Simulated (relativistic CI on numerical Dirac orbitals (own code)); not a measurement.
Computed by Dirac-Coulomb-Breit CI, separate exchange-only KLI orbitals for each configuration, a model potential for QED, unscaled Slater integrals (own radial code, finite nucleus).

The strongest absorption lines from the ground level of an ion, among the configurations computed and to levels below about 357 eV (vacuum wavelength in Å, gf): 70.184 (0.48), 72.215 (0.44), 73.126 (1.6), 73.209 (1), 74.896 (1.9), 75.514 (1.9), 95.960 (0.92), 101.54 (0.78).

**Question.** Which ion is it?
A. Eu³²⁺
B. Eu³⁰⁺
C. Nd²⁷⁺
D. La²⁴⁺

**Answer.** B. Eu³⁰⁺ has 33 electrons and the ground level 4s2.4p3 2P°_3/2; the strongest line goes to 4s2.4p2.4d 2P_3/2. The pattern of lines fixes the number of electrons, and along that sequence the line energies rise steadily with the charge (about as its square where n changes within one kind of shell, about linearly where n is kept but much faster in heavy ions where fine structure, which grows about as Z⁴, sets the gap, and irregularly where shells cross), which fixes Z. Configurations outside the model, such as inner-shell arrays, can give stronger lines. At this charge energies of transitions that change n are usually good to better than 1 %, and those within a shell (Δn = 0) to a few per cent.

LS names give the leading component of a level, which can be under half, so a name can repeat, a term be missing and a line seem to break the LS rules.
